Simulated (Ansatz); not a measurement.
A structure relaxed at PBE-D4/def2-SVP in Ansatz, charge 0, singlet:

Cartesian coordinates in Å:
```
Pb 1.3338 0.8937 -0.1112
Pb -2.6206 0.6624 0.2528
Pb -0.3835 -2.6589 0.3919
Se -0.8072 -0.6048 -1.4589
Br 2.3067 -2.0467 0.5545
Br -1.0470 2.9327 0.3453
Br 2.5252 1.6004 -2.3994
Br -1.3073 -0.7788 2.4249
```

(1) Give its formula and point group.

(2) Summarise the bond lengths by kind (pairs closer than 1.2 times the sum of covalent radii, bridged metal pairs left out).

Answers

(1) Pb₃SeBr₄. Point group Cs (tolerance 0.1 Å).

(2) 7 × Br–Pb 2.67 to 3.17 Å; 3 × Pb–Se 2.80 to 2.94 Å.

In the def2 sets Pb takes a core potential; there is no spin–orbit coupling. Another isomer (singlet) lies 0.22 eV lower at PBE0-D4/def2-TZVP; other spin states weren't run for this one.
